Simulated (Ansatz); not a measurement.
Cartesian coordinates in Å:
```
C 0.509 0.828 1.213
Nb 0.182 -0.791 -0.147
N -0.887 -0.045 -1.590
F 1.862 -1.438 -0.653
S -1.052 -2.177 0.916
H -0.426 1.245 1.591
H 1.073 1.620 0.706
H 1.095 0.465 2.064
H -1.862 -0.235 -1.775
H -0.493 0.529 -2.325
```

Total charge 0; spin multiplicity 1. Nb takes the def2 core potential.

(1) List the B3LYP/def2-TZVPP orbital energies in eV (the Gaussian-basis code of Ansatz). (Best estimate.)

## Answers

(1) Ansatz gave: Occupied: -2417.09, -671.41, -390.00, -276.45, -215.14, -159.61, -159.59, -159.58, -65.41, -40.28, -39.89, -39.69, -31.14, -23.36, -18.67, -17.77, -14.17, -12.57, -12.19, -11.98, -11.43, -11.22, -11.11, -8.67, -8.29, -8.23, -7.51, -7.37. Lowest empty: -2.28, -1.87, -1.10, -0.61, -0.43, -0.23, 0.54, 0.87.

B3LYP here is the variant with VWN-RPA as its local correlation; programs differ in this.
